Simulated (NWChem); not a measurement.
System meant: C$_{2}$H$_{4}$BFO$_{2}$; SMILES B(C(=C)F)(O)O

Input file for NWChem:

```
start job
memory heap 200 mb stack 700 mb global 900 mb
geometry units angstroms noautoz
  C     -1.247839    -1.498239     0.000000
  C     -0.129357    -0.776023     0.000000
  F      1.073138    -1.405234     0.000000
  B      0.009090     0.792404     0.000000
  O     -1.108695     1.556280     0.000000
  O      1.243115     1.359740     0.000000
  H     -1.227746    -2.591008     0.000000
  H     -2.208007    -0.980472     0.000000
  H     -0.899315     2.496856     0.000000
  H      1.934215     0.686885     0.000000
end
basis spherical
  * library def2-svp
end
dft
  xc b3lyp
  iterations 4
  mulliken
end
task dft energy
```

End of the output:

```
    Atom       Charge   Shell Charges
 -----------   ------   -------------------------------------------------------
    1 C    6     6.07   1.97  0.60  0.32  1.89  1.23  0.07
    2 C    6     5.95   1.97  0.63  0.31  1.82  1.07  0.16
    3 F    9     9.09   1.98  1.01  0.73  3.22  2.13  0.01
    4 B    5     5.23   1.96  0.49  0.21  1.48  0.65  0.45
    5 O    8     7.97   1.97  0.84  0.55  2.72  1.87  0.02
    6 O    8     7.98   1.97  0.84  0.55  2.72  1.88  0.02
    7 H    1     0.97   0.62  0.27  0.07
    8 H    1     0.95   0.62  0.26  0.07
    9 H    1     0.89   0.55  0.16  0.18
   10 H    1     0.90   0.55  0.17  0.18

 center of mass
 --------------
 x =   0.07269030 y =  -0.00553904 z =   0.00000000

 moments of inertia (a.u.)
 ------------------
         576.385565153514          -0.000000000000           0.000000000000
          -0.000000000000         342.799795926033           0.000000000000
           0.000000000000           0.000000000000         919.185361079547

     Multipole analysis of the density
     ---------------------------------

     L   x y z        total         alpha         beta         nuclear
     -   - - -        -----         -----         ----         -------
     0   0 0 0      0.000000    -23.000000    -23.000000     46.000000

     1   1 0 0      0.073340      0.036670      0.036670      0.000000
     1   0 1 0      0.262090      0.131045      0.131045      0.000000
     1   0 0 1     -0.000000     -0.000000     -0.000000      0.000000

     2   2 0 0    -24.068461   -106.712356   -106.712356    189.356251
     2   1 1 0      0.165542     -5.235025     -5.235025     10.635593
     2   1 0 1     -0.000000     -0.000000     -0.000000      0.000000
     2   0 2 0    -22.844526   -165.771975   -165.771975    308.699424
     2   0 1 1     -0.000000     -0.000000     -0.000000      0.000000
     2   0 0 2    -25.526944    -12.763472    -12.763472      0.000000

 ------------------------------------------------------------------------
 dft energy failed                                                                                  0
 ------------------------------------------------------------------------
 ------------------------------------------------------------------------
  current input line :
    23: task dft energy
 ------------------------------------------------------------------------
 ------------------------------------------------------------------------
 This type of error is most commonly associated with calculations not reaching convergence criteria
 ------------------------------------------------------------------------
 For more information see the NWChem manual at https://nwchemgit.github.io

0:dft energy failed:Received an Error in Communication
```

Q: Can this run be used? If not, why, and what is the fix?

A: Convergence was not reached. Cause: the SCF was allowed too few iterations. This input runs:
```
start job
memory heap 200 mb stack 700 mb global 900 mb
geometry units angstroms noautoz
  C     -1.247839    -1.498239     0.000000
  C     -0.129357    -0.776023     0.000000
  F      1.073138    -1.405234     0.000000
  B      0.009090     0.792404     0.000000
  O     -1.108695     1.556280     0.000000
  O      1.243115     1.359740     0.000000
  H     -1.227746    -2.591008     0.000000
  H     -2.208007    -0.980472     0.000000
  H     -0.899315     2.496856     0.000000
  H      1.934215     0.686885     0.000000
end
basis spherical
  * library def2-svp
end
dft
  xc b3lyp
  iterations 150
  mulliken
end
task dft energy
```
It converges to -353.59140 Ha (B3LYP/def2-SVP).
